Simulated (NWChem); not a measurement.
## Atomisation of H3NSSn

```xyz
6

Sn     0.0662    -0.5938     0.0000
N     -1.9188    -0.0731     0.0000
H     -2.6751    -0.7631     0.0000
H     -2.2899     0.8820     0.0000
S      0.8100     1.7902     0.0000
H      2.1268     1.4400     0.0000
```
Charge 0, spin multiplicity 1.

Everything below was run with NWChem. All single points use one geometry, from PBE/def2-SVP with def2 effective core potentials on Sn, a minimum by its harmonic frequencies. It is one conformer; others weren't searched.

Basis set: def2-TZVP. The atomisation energy is electronic alone: no zero-point, thermal, spin-orbit or counterpoise terms. No value is extrapolated to the basis-set limit. Free atoms are single determinants with multiplicities Sn 3, N 4, H 2, S 3.

Effective core potentials replace the inner electrons of Sn; spin-orbit coupling is left out. B3LYP has NWChem's definition, with VWN1-RPA local correlation. The structure started from a generated list of species. No SCF solution was tested for a lower state.

Question: Order these methods by the atomisation energy they give, lowest first: BHandHLYP, B3LYP, r2SCAN, LC-wPBE (omega 0.3 per bohr).

Answer: BHandHLYP (400.0 kcal/mol), LC-wPBE (omega 0.3 per bohr) (416.9 kcal/mol), B3LYP (419.6 kcal/mol), r2SCAN (420.5 kcal/mol)
